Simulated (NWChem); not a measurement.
GaH2Cl; SMILES [GaH2][Cl]

```xyz
4

Ga     0.0000     0.0000     0.7658
H      0.0000    -1.4108     1.4289
H      0.0000     1.4108     1.4289
Cl     0.0000     0.0000    -1.3908
```
Atoms are numbered in this order, from 1.

Computed with NWChem. Pople sets run with spherical d functions. Coordinates come from a PBE0/def2-SVP optimisation. GIAO values for the isolated, static molecule; σ is the absolute isotropic shielding, δ = σ(reference) − σ with the isolated reference molecule computed at the same levels (1H: tetramethylsilane).

For level B3LYP/6-31G*:

- σ Ga1 (ppm): 1478.8
- δ H2 (ppm): 6.72

Q: Estimate the same quantities for level PBE0/pcSseg-1.

A: The σ Ga1 (ppm) is 1235.4 and the δ H2 (ppm) is 6.03.
